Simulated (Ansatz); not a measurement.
Coupled-cluster run, CH₆GaNO₂, SMILES `C[O][Ga]([NH2])[OH]`.

```yaml
crystal:
  periodic: [false, false, false]
  atoms:
    - {symbol: C, position_ang: [-1.248516, -1.377308, 0.966319]}
    - {symbol: O, position_ang: [-0.460609, -0.214446, 1.063103]}
    - {symbol: Ga, position_ang: [0.421581, 0.453137, -0.319962]}
    - {symbol: N, position_ang: [1.509120, 1.877764, -0.068346]}
    - {symbol: O, position_ang: [0.222816, -0.428553, -1.858744]}
    - {symbol: H, position_ang: [-2.281639, -1.148269, 1.250708]}
    - {symbol: H, position_ang: [-1.261365, -1.808208, -0.041214]}
    - {symbol: H, position_ang: [-0.869101, -2.139164, 1.656535]}
    - {symbol: H, position_ang: [1.420523, 2.418103, 0.776675]}
    - {symbol: H, position_ang: [1.800754, 2.453456, -0.840065]}
    - {symbol: H, position_ang: [0.746446, -0.086521, -2.585008]}
basis:
  gaussian: {orbitals: def2-TZVPP}
correlation: {method: ccsd_t}
output: {orbitals: {seedname: orbitals}}
```

```sh
$ ansatz run in.yaml --threads 4 --pin off --events-out ev --progress --plain --max-ram 10444MiB
```

The program prints (abridged):

```
Functional definition: HF
1568 factors; integrals over basis functions are off by at most 1.2e-3 eV
mean field evaluation 1: about -59014.3930 eV, gradient 5.7e1 eV
mean field evaluation 2: about -59014.5821 eV, gradient 5.7e1 eV
mean field evaluation 4: about -59020.4981 eV, gradient 4.5e0 eV
mean field evaluation 8: about -59020.5642 eV, gradient 4.7e-1 eV
mean field -59020.56484243 eV, -2168.9657523836 hartree, gradient 2.5e-6 eV, S^2 0.000000; 0 other end points of the search recorded, 0 dependent functions left out
13 core orbitals not correlated: weight in the atoms' cores, before any rotation towards them, 1.000 or more for the frozen orbitals, at most 0.000 for the correlated occupied ones
reference -59020.56484243 eV, -2168.9657523836 hartree; 20, 20 occupied and 223, 223 virtual orbitals, 1568 factors
second order -29.89322887 eV of doubles, -0.00000000 eV of singles
cycle   1  -29.34709426 eV  change    5.5e-1 eV  update   1.3e-1
cycle   2  -30.12289287 eV  change   -7.8e-1 eV  update   3.8e-2
cycle   3  -30.29219352 eV  change   -1.7e-1 eV  update   1.9e-2
cycle   4  -30.27440090 eV  change    1.8e-2 eV  update   4.9e-3
cycle   5  -30.27131730 eV  change    3.1e-3 eV  update   2.4e-3
cycle   6  -30.27280149 eV  change   -1.5e-3 eV  update   7.6e-4
cycle   7  -30.27240771 eV  change    3.9e-4 eV  update   2.9e-4
cycle   8  -30.27228000 eV  change    1.3e-4 eV  update   9.2e-5
cycle   9  -30.27230457 eV  change   -2.5e-5 eV  update   4.1e-5
perturbative correction -1.16194957 eV, -0.0427008591 hartree
Total energy: -59051.99909657 eV, -2170.1209399163 hartree
```

Hardware: 4 threads of an Arm Neoverse V1 on a shared host. Wall time 5.8 min, peak host memory 6.2 GiB.

MP2 recovers 95.1 % of the CCSD(T) correlation energy and the triples give 3.7 %; T1 = 0.0134.
